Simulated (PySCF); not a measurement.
Static response to an electric field

C₇H₇FS.
Cartesian coordinates in Å at the GFN2-xTB level; atoms count from 1:
```xyz
16
C7H7FS angstrom
C      1.3110    1.8744    1.2185
C      1.0533    1.0354    0.4049
C      0.7941    0.0299   -0.6174
F      1.0277    0.5907   -1.8659
C      1.7154   -1.1382   -0.3885
S      2.6554   -1.8175   -1.5028
C     -0.6438   -0.4774   -0.5901
C     -1.7682    0.4722   -0.2989
C     -1.3939   -0.5754    0.7022
H      1.5168    2.6087    1.9394
H      1.6733   -1.5303    0.6238
H     -0.8085   -1.2416   -1.3400
H     -2.6813    0.3543   -0.8611
H     -1.5160    1.4981   -0.0786
H     -0.8925   -0.2543    1.6031
H     -2.0505   -1.4201    0.8423
```

Level: CAM-B3LYP/def2-SVPD (PySCF), static field, nuclei fixed, core orbitals frozen in the response. The polarisability tensor in these axes (au):

```
x   102.30 -10.72  -9.95
y   -10.72  98.75  17.21
z    -9.95  17.21  95.08
```

**Question.** Give the principal values, the mean and the anisotropy Δα = √{½[(α1 − α2)² + (α2 − α3)² + (α1 − α3)²]}.

**Answer.** Principal values 79.60, 92.47 and 124.05 au; mean 98.71 au = 14.63 Å³ = 16.27 × 10⁻⁴⁰ C²·m²/J; Δα = 39.62 au (40 % of the mean).

**Question.** What is the dipole moment, and where does it point?

**Answer.** (-2.12, 0.37, 2.89) D, 3.60 D in size, pointing from the negative to the positive side. Measured along this direction, the outermost atoms are S6 at the negative end and H15 and H16 at the positive end.

**Question.** Rayleigh depolarisation ratio (linearly polarised light, static tensor)?

**Answer.** ρ = 3Δα²/(45ᾱ² + 4Δα²) = 4708.2/(438431 + 6277.6) = 0.0106.

**Question.** In a dilute gas of rigid molecules at 298 K, how does the orientational term μ²/3kT compare with the electronic polarisability?

**Answer.** In Gaussian units μ²/3kT = 105.26 Å³ against 14.63 Å³, a ratio of 7.20; the Debye molar polarisation (4π/3)N_A(α + μ²/3kT) is 302.4 cm³/mol, leaving out the vibrational part.

**Question.** Find the Langevin capture rate constant for NO+ (29.998 u) meeting this molecule (142.025 u), k = 2.342 × 10⁻⁹ cm³/s × √(α in Å³ / reduced mass in u).

**Answer.** The reduced mass is 24.77 u, so k = 1.80 × 10⁻⁹ cm³/s. The formula leaves out the permanent dipole, which adds to the capture rate.

One conformer (not necessarily the lowest) at the GFN2-xTB geometry, without solvent, vibrations or thermal averaging.

These values come from a run that also computed excited states. Time: 4.1 min wall, 3.3 min CPU (grids of density and orbitals included); peak memory 1.1 GiB. Hardware: one thread, Intel Xeon at 2.50 GHz (x86_64), shared host.
